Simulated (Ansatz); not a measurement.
A run on C3H8Ge (`C[CH](C)[GeH]`) with other settings.

```yaml
crystal:
  periodic: [false, false, false]
  atoms:
    - {symbol: C, position_ang: [-0.644840, 0.948397, -0.674256]}
    - {symbol: C, position_ang: [0.234437, -0.275578, -0.481699]}
    - {symbol: C, position_ang: [1.019294, -0.207259, 0.826977]}
    - {symbol: Ge, position_ang: [-0.765210, -2.010192, -0.390848]}
    - {symbol: H, position_ang: [-1.218499, 0.906903, -1.604922]}
    - {symbol: H, position_ang: [-1.357593, 1.048993, 0.149454]}
    - {symbol: H, position_ang: [-0.044048, 1.865781, -0.708202]}
    - {symbol: H, position_ang: [0.944652, -0.350537, -1.312591]}
    - {symbol: H, position_ang: [1.694788, 0.656325, 0.831986]}
    - {symbol: H, position_ang: [0.347083, -0.100224, 1.684037]}
    - {symbol: H, position_ang: [1.642698, -1.092866, 0.997514]}
    - {symbol: H, position_ang: [-1.775962, -1.445043, 0.716449]}
basis:
  gaussian: {orbitals: aug-cc-pVDZ}
total_charge: -1
magnetization: {spin_polarized: true, initial_magnetization: 1}
hamiltonian: {xc: {name: BHLYP}}
```

```sh
$ ansatz run in.yaml --threads 4 --pin off --events-out ev --progress --plain --max-ram 10444MiB
```

Output, abridged:

```
Functional definition: BHLYP
  name "BHLYP"
  cite "Becke, J. Chem. Phys. 98, 1372 (1993) doi:10.1063/1.464304"
  cite "Becke, Phys. Rev. A 38, 3098 (1988) doi:10.1103/PhysRevA.38.3098"
  cite "Lee, Yang & Parr, Phys. Rev. B 37, 785 (1988) doi:10.1103/PhysRevB.37.785"
  parameter a = 0.5
  exchange = (1 - a)*b88_x + a*exact_x
  correlation = lyp_c
1839 factors; their error is unknown
mean field evaluation 1: about -59751.9979 eV, gradient 2.6e1 eV
mean field evaluation 2: about -59752.1262 eV, gradient 2.5e1 eV
mean field evaluation 4: about -59755.5425 eV, gradient 1.3e0 eV
mean field evaluation 8: about -59756.0423 eV, gradient 2.5e-1 eV
mean field evaluation 16: about -59756.0426 eV, gradient 4.2e-4 eV
mean field -59756.04257692 eV, -2195.9940606015 hartree, gradient 2.3e-5 eV, S^2 0.755572; 0 other end points of the search recorded, 0 dependent functions left out
reference -59756.04276900 eV, -2195.9940676602 hartree; 30, 29 occupied and 147, 148 virtual orbitals, 1839 factors
Total energy: -59756.04276900 eV, -2195.9940676602 hartree
```

Hardware: 4 threads of an Arm Neoverse V2 on a shared host. Wall time 6 s, peak host memory 0.72 GiB.
